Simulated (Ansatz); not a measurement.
Coupled-cluster run, AlBrH4OSi (`[AlH2][O][SiH2]Br`).

```yaml
crystal:
  periodic: [false, false, false]
  atoms:
    - {symbol: Al, position_ang: [-0.046020, 1.876884, 0.041347]}
    - {symbol: O, position_ang: [-0.197433, 0.199588, 0.200211]}
    - {symbol: Si, position_ang: [-0.091230, -1.401750, 0.102971]}
    - {symbol: Br, position_ang: [1.431409, -1.960290, -1.423556]}
    - {symbol: H, position_ang: [-0.974717, 2.596534, -1.010455]}
    - {symbol: H, position_ang: [0.985337, 2.607958, 0.983973]}
    - {symbol: H, position_ang: [-1.374230, -1.992942, -0.337425]}
    - {symbol: H, position_ang: [0.358883, -1.983081, 1.387134]}
basis:
  gaussian: {orbitals: def2-TZVPP}
correlation: {method: ccsd_t}
```

```sh
$ ansatz run in.yaml --threads 4 --pin off --events-out ev --progress --plain --max-ram 10444MiB
```

The program prints (abridged):

```
Functional definition: HF
1324 factors; integrals over basis functions are off by at most 1.3e-3 eV
mean field evaluation 1: about -86546.6981 eV, gradient 4.1e1 eV
mean field evaluation 2: about -86546.9152 eV, gradient 4.2e1 eV
mean field evaluation 4: about -86550.3689 eV, gradient 3.1e0 eV
mean field evaluation 8: about -86550.4259 eV, gradient 2.1e-1 eV
mean field -86550.42612587 eV, -3180.6694941398 hartree, gradient 6.2e-6 eV, S^2 0.000000; 0 other end points of the search recorded, 0 dependent functions left out
20 core orbitals not correlated: weight in the atoms' cores, before any rotation towards them, 1.000 or more for the frozen orbitals, at most 0.000 for the correlated occupied ones
reference -86550.42612587 eV, -3180.6694941398 hartree; 17, 17 occupied and 182, 182 virtual orbitals, 1324 factors
second order -19.25659337 eV of doubles, -0.00000000 eV of singles
cycle   1  -19.57776348 eV  change   -3.2e-1 eV  update   9.6e-2
cycle   2  -20.09271615 eV  change   -5.1e-1 eV  update   2.8e-2
cycle   3  -20.19294701 eV  change   -1.0e-1 eV  update   1.4e-2
cycle   4  -20.17726148 eV  change    1.6e-2 eV  update   3.2e-3
cycle   5  -20.17736322 eV  change   -1.0e-4 eV  update   1.4e-3
cycle   6  -20.17796164 eV  change   -6.0e-4 eV  update   3.9e-4
cycle   7  -20.17767419 eV  change    2.9e-4 eV  update   1.5e-4
cycle   8  -20.17767459 eV  change   -4.0e-7 eV  update   4.1e-5
perturbative correction -0.66866515 eV, -0.0245729911 hartree
Total energy: -86571.27246561 eV, -3181.4355829952 hartree
```

It took 33 s on 4 threads of an Intel Xeon 6975P-C on a shared host, with 3.4 GiB of host memory at the peak.

Correlation energy per correlated electron: -0.613 eV. T1 diagnostic: 0.0096.
